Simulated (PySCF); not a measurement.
The dipole of `CCc1nnc(C)s1` from its density and from atomic charges.

Coordinates (GFN2-xTB, Å) and charges (e) from the PBE0/pcSseg-1 density (PySCF):

```
atom       x       y       z  Mulliken      IAO  Hirshfeld  ESP-fitted
  C1  -2.655   0.362   0.548   -0.2833  -0.4142    -0.1153     -0.1091
  C2  -1.951  -0.415  -0.566   -0.1351  -0.2690    -0.0683     +0.1804
  C3  -0.486  -0.451  -0.343   -0.1231  +0.0095    +0.0512     +0.2204
  N4   0.182  -1.487   0.006   -0.2103  -0.1824    -0.1353     -0.3058
  N5   1.480  -1.273   0.176   -0.2117  -0.1832    -0.1368     -0.3318
  C6   1.852  -0.065  -0.038   -0.1790  +0.0131    +0.0497     +0.4790
  C7   3.240   0.428   0.073   -0.1291  -0.4380    -0.1167     -0.5479
  S8   0.518   0.986  -0.503   +0.1804  +0.1970    +0.0787     -0.1563
  H9  -2.475  -0.114   1.510   +0.1300  +0.1501    +0.0440     +0.0408
 H10  -2.285   1.385   0.593   +0.1187  +0.1406    +0.0335     +0.0264
 H11  -3.726   0.387   0.366   +0.1234  +0.1473    +0.0470     +0.0301
 H12  -2.158   0.058  -1.529   +0.1397  +0.1522    +0.0458     -0.0048
 H13  -2.312  -1.444  -0.591   +0.1481  +0.1690    +0.0551     -0.0223
 H14   3.644   0.638  -0.918   +0.1463  +0.1667    +0.0546     +0.1693
 H15   3.273   1.347   0.654   +0.1376  +0.1625    +0.0518     +0.1755
 H16   3.851  -0.333   0.550   +0.1473  +0.1786    +0.0605     +0.1561
```

Problem. Form Σ q r in debye for every column and set it beside the full dipole.

Solution. The full density gives (-0.49, 2.98, -0.61) D, 3.09 D in size; dipole vectors point from the negative to the positive end.

| scheme | μx | μy | μz | size (D) | share of the full size (%) | angle to the full dipole (°) |
| --- | --- | --- | --- | --- | --- | --- |
| Mulliken | -0.38 | 4.55 | -0.58 | 4.60 | 149 | 6 |
| IAO | -0.53 | 3.52 | -0.77 | 3.64 | 118 | 1 |
| Hirshfeld | -0.21 | 2.07 | -0.48 | 2.13 | 69 | 4 |
| ESP-fitted | -0.50 | 2.94 | -0.59 | 3.04 | 98 | 0 |

Problem. Which set comes closest?

Solution. Length of the difference vector: ESP-fitted 0.05 D, IAO 0.56 D, Hirshfeld 0.97 D, Mulliken 1.57 D. Closest: ESP-fitted. ESP charges are fitted to the potential around the molecule, whose slowest-falling term is the dipole's. The schemes that divide the density aren't constrained to reproduce the dipole.

Problem. What is left for the Hirshfeld atoms' own dipoles?

Solution. The shares of the density sum to the whole, so what Σ q r misses lies in dipoles about the nuclei. The atomic dipoles sum to (-0.49, 2.98, -0.61) − (-0.21, 2.07, -0.48) = (-0.28, 0.91, -0.13) D, 0.97 D in size.

Problem. With the origin at the mean of the coordinates, (0.000, 0.001, -0.001) Å, which are the largest single terms, by size, of the Hirshfeld dipole along the direction of the full one?

Solution. N5 +0.99, N4 +0.95, C1 -0.37, S8 +0.37, H16 -0.30 D; all 16 atoms together +2.13 D. The single terms depend on the origin, their sum doesn't.

Problem. Give the size of the full dipole in other units.

Solution. 3.09 D = 1.214 au = 0.642 e·Å = 10.29 × 10⁻³⁰ C·m.

The structure is a single GFN2-xTB conformer in the gas phase; no vibrational or solvent corrections.

These values come from a run that also computed NMR shieldings. Time: 20 s wall; peak memory 0.82 GiB. Hardware: an AMD EPYC 9R14 with one thread, on a shared host.

Conformer computed: `[CH3:1][CH2:2][c:3]1[n:4][n:5][c:6]([CH3:7])[s:8]1`: C1–C2–C3–N4 109°.
